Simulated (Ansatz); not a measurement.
The cluster Te₂W. Total charge 0; triplet. Geometry PBE0-D4/def2-TZVP; atoms count from 1.

```
atom   x (Å)   y (Å)   z (Å)
  W1  -0.752   0.458  -0.012
 Te2   1.226   1.198   1.233
 Te3  -0.474  -1.656  -1.221
```

In the def2 sets Te, W take a core potential; there is no spin–orbit coupling. The charge 0 triplet is spin-contaminated (final ⟨S²⟩ up to 2.22, 2.00 for a pure state). The structure comes from a short search, and lower isomers may exist.

**Question.** Estimate the Mulliken populations from the PBE0/def2-TZVP orbitals of Ansatz.

**Answer.** 
```json
{"atom": "W1", "charge (e)": "0.41", "spin (α − β)": "2.84", "d electrons": "4.45"}
{"atom": "Te2", "charge (e)": "-0.21", "spin (α − β)": "-0.42", "d electrons": "–"}
{"atom": "Te3", "charge (e)": "-0.21", "spin (α − β)": "-0.42", "d electrons": "–"}
```
Mulliken values depend strongly on the basis.

**Question.** Where does the spin sit?

**Answer.** Summed by element: W 2.84, Te -0.84, of 2 unpaired in all. Largest on single atoms: W1 2.84, Te2 -0.42, Te3 -0.42.

**Question.** And the Mayer bond orders between heavy atoms (over 0.3)?

**Answer.** W1–Te2 2.18 (2.45 Å); W1–Te3 2.18 (2.45 Å).
